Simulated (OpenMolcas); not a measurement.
A run on Ni2+ among 6 point charges of -1 e arranged as a tetragonal octahedron (D4h), 1.88 Å from the ion, with the axial distance 1.955 Å.

| Item | Value |
| --- | --- |
| Program | OpenMolcas 26.06 |
| Method | CASSCF |
| Basis | ANO-RCC-VTZP [6s5p3d2f1g] |
| Scalar Hamiltonian | DKH2, point nucleus |
| Active space | 8 electrons in 5 orbitals (3d) |
| State averaging | 2S+1 = 3 even, 10 roots; 2S+1 = 1 even, 15 roots |
| Spin-orbit coupling | state interaction with AMFI integrals over the reference wave functions |

59 basis functions. Blocks (2S+1, parity, CSFs, roots kept): 3, even, 10, 10; 1, even, 15, 15.

Problem. How long do the RASSCF and RASSI steps take on 1 thread of Arm Neoverse V1, with other jobs on the host?

Solution. About 5.6 s of wall time, without the integral step.
